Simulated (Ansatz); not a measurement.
Mulliken charges of Cl4H2Si2, SMILES `Cl[SiH](Cl)[SiH](Cl)Cl` from r2SCAN/def2-TZVPP in Ansatz (PBE0-D4/def2-TZVP geometry).

```json
{"atom": "Cl1", "x (Å)": "-0.457", "y (Å)": "-2.497", "z (Å)": "-0.771", "charge (e)": "-0.218"}
{"atom": "Si2", "x (Å)": "0.561", "y (Å)": "-1.006", "z (Å)": "0.192", "charge (e)": "0.488"}
{"atom": "Cl3", "x (Å)": "2.354", "y (Å)": "-0.667", "z (Å)": "-0.724", "charge (e)": "-0.210"}
{"atom": "Si4", "x (Å)": "-0.713", "y (Å)": "0.951", "z (Å)": "0.047", "charge (e)": "0.488"}
{"atom": "Cl5", "x (Å)": "-0.853", "y (Å)": "1.475", "z (Å)": "-1.921", "charge (e)": "-0.210"}
{"atom": "Cl6", "x (Å)": "0.251", "y (Å)": "2.413", "z (Å)": "1.105", "charge (e)": "-0.218"}
{"atom": "H7", "x (Å)": "0.823", "y (Å)": "-1.448", "z (Å)": "1.579", "charge (e)": "-0.060"}
{"atom": "H8", "x (Å)": "-2.082", "y (Å)": "0.815", "z (Å)": "0.592", "charge (e)": "-0.060"}
```

**Question.** By hand: the dipole of these point charges (1 e Å = 4.8032 D).

**Answer.** Σ q r = (-0.269, -0.140, 0.469) e Å, of length 0.558 e Å = 2.68 D.

**Question.** How does the dipole of the full density compare? (Best estimate.)

**Answer.** Computed: (-0.130, -0.068, 0.227) e Å, 1.30 D; the point charges give 2.06 times that, at 0° from its direction.

Point charges leave out the atoms' own dipoles, such as those of lone pairs, and Mulliken's split depends on the basis, so the two needn't agree.
